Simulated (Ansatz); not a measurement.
Reaction (homolysis of the In–N bond): `C[N](C)[InH2]` → `[InH2]`• + `C[N]C`•

Computed with Ansatz on PBE0-D4/def2-TZVP structures; ΔE is electronic, products minus reactants. CBS: MP2 limit from def2 TZ/QZ plus the TZ coupled-cluster correction, frozen cores. DFT in def2-TZVPP. HSE06 is defined as in plane-wave codes. Open shells (•) are unrestricted, without spin–orbit coupling. Elements past krypton have def2 core potentials. For In outer-core shells are correlated without core-valence functions, which leaves a few kJ/mol of doubt a bond.

`C[N](C)[InH2]`:

```xyz
12

C     0.388    1.244    0.573
N    -0.005   -0.003   -0.026
C    -0.054   -1.078    0.928
In   -0.443   -0.219   -1.985
H     0.419    2.044   -0.170
H    -0.309    1.553    1.368
H     1.386    1.178    1.034
H    -0.770   -0.873    1.739
H    -0.353   -2.014    0.450
H     0.925   -1.245    1.405
H    -0.304    1.227   -2.891
H    -0.882   -1.814   -2.425
```

`[InH2]`•:

Z-matrix (Å, degrees):
```
In
H 1 1.758
H 1 1.758 2 120.6
```

`C[N]C`•:

Z-matrix (Å, degrees):
```
C
N 1 1.427
H 1 1.091 2 110.8
H 1 1.102 2 111.2 3 121.0
H 1 1.102 2 111.2 3 -121.0
C 2 1.427 1 111.8 3 -179.9
H 6 1.102 2 111.1 1 59.7
H 6 1.091 2 110.8 1 -179.4
H 6 1.102 2 111.3 1 -58.3
```

CCSD(T)/CBS gives +72.9 kcal/mol.

(1) Another level gave +62.3 kcal/mol. Which?
A. HF/def2-TZVPP
B. CAM-B3LYP/def2-TZVPP
C. LDA (SPW92)/def2-TZVPP
D. HSE06-D4/def2-TZVPP

(2) What do rigid-rotor, harmonic-oscillator terms from PBE0-D4/def2-TZVP frequencies (298.15 K, 1 bar) make of the CCSD(T)/CBS value? (Best estimate.)

Largest T1 diagnostic among the species: 0.018.

## Answers

(1) B. CAM-B3LYP 62.3, LDA (SPW92) 79.6, HSE06-D4 63.8, HF/def2-TZVPP 34.9 kcal/mol.

(2) Computed: ΔZPE = -4.5 kcal/mol, ΔH = +69.5 kcal/mol, ΔS = 178 J/(mol·K), ΔG = +56.8 kcal/mol. Open shells count their whole term as degenerate.

At CCSD(T), def2-SVP lies −6.5 kcal/mol from the extrapolated value and def2-TZVPP −3.9 kcal/mol: correlation converges slowly with the basis, and small sets miss more of it in the bonded molecule than in its fragments. In def2-TZVPP, CCSD(T) changes the Hartree–Fock value by +34.1 kcal/mol (the triples alone add +3.5 kcal/mol) and MP2 by +42.1 kcal/mol; breaking electron pairs costs correlation energy, which Hartree–Fock lacks.
